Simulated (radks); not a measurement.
Values are calculated unless marked as measured or tabulated.
Valence configurations of V (all share [Ar]). Level of theory: scalar-relativistic Kohn-Sham, PBE, spin-polarised, spherical densities, point nucleus; open shells are filled with parallel spins first (a radial shooting solver on a logarithmic mesh with Libxc functionals). Energies are relative to 3d3 4s2; eigenvalues in eV for spin up.

valence	E (eV)	moment (Bohr magnetons)	e(3d)	e(4p)	e(4s)
3d4 4s1	-1.111	5	-3.092	-	-4.318
3d3 4s2	0.000	3	-6.003	-	-4.976
3d5	0.677	5	-1.525	-	-
3d3 4s1.5 4p0.5	1.199	4	-6.678	-2.089	-5.597
3d3 4s1 4p1	2.093	5	-7.234	-2.447	-6.084
3d2.5 4s2 4p0.5	2.681	3	-8.595	-2.258	-5.979
3d3 4p2	5.776	5	-8.390	-3.003	-
3d2 4s2 4p1	6.374	3	-11.365	-2.900	-6.946
3d1.5 4s2 4p1.5	11.177	3	-14.285	-3.516	-7.883
3d1 4s2 4p2	17.169	3	-17.335	-4.113	-8.795

NIST lists [Ar] 3d3 4s2 as the ground configuration; this level of theory puts 3d4 4s1 lower, by 1.111 eV. The energies are those of spherical high-spin densities, not of single terms.
